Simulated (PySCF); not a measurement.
## Excitation energy of S⁺ by level of theory

S⁺ [Ne] 3s2 3p3 (4S) → S⁺ [Ne] 3s1 3p4 (4P), as a difference of total energies. Calculation: PySCF 2.14, in aug-cc-pCVTZ-DK with one added diffuse shell each of s, p, d, f type (9s8p6d4f, 91 functions); scalar relativity by spin-free X2C-1e. Correlated levels: valence: [Ne] frozen. The calculations carry no spin-orbit coupling.

```json
{"method": "UHF", "excitation energy (eV)": "10.523"}
{"method": "MP2 (valence)", "excitation energy (eV)": "10.530"}
{"method": "SCS-MP2 (valence)", "excitation energy (eV)": "10.534"}
{"method": "CCSD (valence)", "excitation energy (eV)": "10.025"}
{"method": "CCSD(T) (valence)", "excitation energy (eV)": "9.893"}
```

Problem. How much does correlation contribute at CCSD(T) (valence)?

Solution. 9.893 − (10.523) = -0.630 eV, measured against UHF.

Errors of the correlated levels include the incompleteness of this basis and the frozen core.

The coupled-cluster amplitudes are large for the upper state (T1 above 0.03 or a double amplitude above 0.15), so a single reference is strained.

For comparison: 9.870 eV (measured; NIST levels, between the centres of gravity of the two terms).
